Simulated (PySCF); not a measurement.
Run record: geometry optimisation, `[AlH3-][N+]#CCCI`.

Computed with PBE0-D3(BJ)/def2-SVP geometry optimisation, gas phase, def2 core potentials past Kr (PySCF 2.14.0). Start geometry: GFN2-xTB. The input is one job of a driver script: a line of settings, then coordinates in Å.

Input:
```
{"job": {"xc": "PBE0", "basis": "def2-SVP", "d3": "d3bj", "grid": 1, "maxiter": 30, "shake": 0.01, "kind": "geom"}, "charge": 0, "multiplicity": 1}
Al    -2.632020     0.640560     0.516950
N     -1.400640    -0.820200     0.029260
C     -0.275640    -0.936370    -0.038560
C      1.205130    -0.993440    -0.075380
C      1.708360     0.369990     0.324850
I      3.857900     0.359550     0.390120
H     -1.757860     1.235980     1.694150
H     -2.470420     1.401390    -0.875410
H     -3.988340    -0.042780     0.889960
H      1.515780    -1.776570     0.625840
H      1.486410    -1.262740    -1.074960
H      1.419960     1.142400    -0.371470
H      1.337190     0.665340     1.318550
```

Output:
```
step   0  E = -712.86525477  max force = 0.071839
step   1  E = -712.87180506  max force = 0.013584
step   2  E = -712.87342640  max force = 0.006645
step   3  E = -712.87549349  max force = 0.009985
step   4  E = -712.87651838  max force = 0.010478
step   5  E = -712.87754329  max force = 0.006897
step   6  E = -712.87801354  max force = 0.005001
step   7  E = -712.87808466  max force = 0.004661
step   8  E = -712.87756084  max force = 0.010812
step   9  E = -712.87806665  max force = 0.006317
step  10  E = -712.87810841  max force = 0.004076
step  11  E = -712.87826205  max force = 0.001218
step  12  E = -712.87827819  max force = 0.000530
step  13  E = -712.87826741  max force = 0.000420
step  14  E = -712.87827650  max force = 0.000368
optimisation converged
```

Energies in Eh; «max force» is the largest Cartesian gradient component in Eh/bohr.

**Question.** At which steps does the energy rise by more than 1e-5 Eh?

**Answer.** At steps 8 (+0.52 mEh) and 13 (+0.01 mEh).

**Question.** Give the first gradient maximum in eV/Å.

**Answer.** With 1 Eh/bohr = 51.422 eV/Å, 3.694 eV/Å.

Summary of the converged run: final energy -712.87828 Eh after 14 steps; dipole 7.20 D.

**Question.** Give the final coordinates.

**Answer.** 0.730 Å rms from the input after alignment:
```
atom  x, y, z in Å
Al1   -3.1346    0.6071    0.4474
N2    -1.2266   -0.0633    0.1935
C3    -0.1414   -0.4229    0.0540
C4     1.2442   -0.8345   -0.0994
C5     2.1936    0.2303    0.4408
I6     4.2368   -0.3747    0.1959
H7    -2.8165    1.8625    1.3948
H8    -3.5040    0.9111   -1.0827
H9    -3.7772   -0.6940    1.1293
H10    1.3764   -1.7925    0.4290
H11    1.4280   -1.0280   -1.1687
H12    2.0828    1.1815   -0.0943
H13    2.0444    0.4002    1.5141
```

**Question.** Estimate the wall time. Hardware: one thread, Arm Neoverse V1 (aarch64), no GPU, on a shared host. And the peak memory of the process?

**Answer.** About 2.4 min, with 0.53 GiB resident at the peak, the Python interpreter and its libraries included.
Labels such as C1 count atoms from 1, the log's own numbers from 0.
